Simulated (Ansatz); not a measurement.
`C[SiH2]C(=S)S` + `O[SiH2]F` → `C[SiH2]O[SiH2]F` + `S=CS`  (ligand exchange at the Si–C bond)

Isolated molecules relaxed with PBE0-D4/def2-TZVP in Ansatz; ΔE leaves out vibrations. CBS: MP2 limit from def2 TZ/QZ plus the TZ coupled-cluster correction, frozen cores. DFT in def2-TZVPP. One conformer a species, not always the lowest.

```json
{"level": "PBE0-D4", "ΔE (kJ/mol)": "-95.2"}
{"level": "PBE0", "ΔE (kJ/mol)": "-98.5"}
{"level": "HF/def2-QZVPP", "ΔE (kJ/mol)": "-136.1"}
{"level": "HF/CBS(def2)", "ΔE (kJ/mol)": "-136.4"}
```

Question: What does CCSD(T)/CBS give? (An estimate is asked.)

Answer: Ansatz gave: -101.8 kJ/mol. The listed levels differ from it by 6.6, 3.3, -34.3, -34.6 kJ/mol.

Largest T1 diagnostic among the species: 0.018.

From PBE to PBE0 (25 % exact exchange), in def2-TZVPP and without D4, ΔE moves by −7.2 kJ/mol. The D4 term adds +6.3 kJ/mol with B3LYP and +3.3 kJ/mol with PBE0; it sums over pairs of atoms, weighted by their polarisabilities, and B3LYP, whose exchange is more repulsive, gets the larger term. In def2-TZVPP, CCSD(T) changes the Hartree–Fock value by +30.7 kJ/mol (the triples alone add +6.2 kJ/mol) and MP2 by +34.3 kJ/mol.

B3LYP here is the variant with VWN-RPA as its local correlation; programs differ in this.
